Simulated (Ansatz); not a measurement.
Harmonic frequencies (cm⁻¹) at PBE0-D4/def2-TZVP from Ansatz: 179, 217, 248, 342, 441, 474, 508, 528, 583, 749, 784, 848, 973, 978, 996, 1069, 1113, 1196, 1263, 1338, 1929, 1961, 2251, 2567, 2646, 2673, 3186.

**Question.** Which molecule is it?
A. `[BH2][GaH][SiH2]C`
B. `C[SiH](Cl)[Al]([F])[Cl]`
C. `FCC1CO1`
D. `B[CH](B)[AlH2]`

**Answer.** D.
